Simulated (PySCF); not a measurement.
**Frontier levels across methods**

Species: CH9BNP.
Z-matrix (Å and degrees, PBE0-D3(BJ)/def2-SVP geometry), rows numbered from 1:
```
C 
B   1  1.6065
N   2  1.6433  1  107.72
P   2  1.9896  1  118.53  3   117.60
H   1  1.1067  2  113.39  3    59.80
H   1  1.1057  2  113.31  3   -63.02
H   1  1.1016  2  109.74  3   178.43
H   2  1.2277  1  114.69  3  -114.68
H   3  1.0221  2  110.27  1   177.78
H   3  1.0223  2  111.60  1    58.23
H   3  1.0216  2  110.95  1   -61.88
H   4  1.4330  2  100.37  1   -21.31
H   4  1.4247  2   96.94  1    74.23
```

Basis pcSseg-2 throughout (PySCF), one geometry. One conformer (not necessarily the lowest) at the PBE0-D3(BJ)/def2-SVP geometry, without solvent, vibrations or thermal averaging.

Problem. How do the orbital energies, the gap and the dipole change with the method?

Solution. 
```csv
method,kind,HOMO (eV),LUMO (eV),gap (eV),μ (D),SCF cycles
BLYP,GGA,-4.85,-1.34,3.51,5.11,14
B97-D,GGA,-4.94,-1.16,3.78,5.14,14
OPBE,GGA,-4.95,-1.15,3.79,5.11,14
PBE,GGA,-4.99,-1.30,3.69,5.09,14
KT3,GGA,-5.05,-1.48,3.57,5.03,14
KT2,GGA,-5.06,-1.31,3.75,4.99,14
BP86,GGA,-5.08,-1.17,3.91,5.13,14
LDA,LDA,-5.09,-1.38,3.71,5.07,13
B97-2,global hybrid,-5.82,-0.50,5.32,5.19,12
B3LYP,global hybrid,-5.86,-0.87,4.99,5.19,12
PBE0,global hybrid,-6.06,-0.53,5.53,5.18,12
mPW1PW91,global hybrid,-6.08,-0.53,5.54,5.19,12
BHandHLYP,global hybrid,-7.03,0.00,7.03,5.26,12
CAM-B3LYP,range-separated hybrid,-7.34,0.15,7.49,5.22,12
wB97X-D,range-separated hybrid,-7.87,1.22,9.09,5.27,13
HF,Hartree–Fock,-8.54,1.72,10.26,5.38,10
LC-wPBE,range-separated hybrid,-8.65,1.37,10.02,5.26,13
```

The HOMO spans 3.80 eV, from BLYP down to LC-wPBE, and the gap runs from 3.51 eV (BLYP) to 10.26 eV (HF). Over the methods BLYP (0 %), B97-D (0 %), OPBE (0 %), PBE (0 %), KT3 (0 %), KT2 (0 %), BP86 (0 %), LDA (0 %), B97-2 (21 %), B3LYP (20 %), PBE0 (25 %), mPW1PW91 (25 %), BHandHLYP (50 %), HF (100 %), a straight line through the gap against the share of exact exchange rises by 0.66 eV for each 10 % (correlation coefficient 0.998). The dipole ranges from 4.99 D (KT2) to 5.38 D (HF). This basis has no diffuse functions.
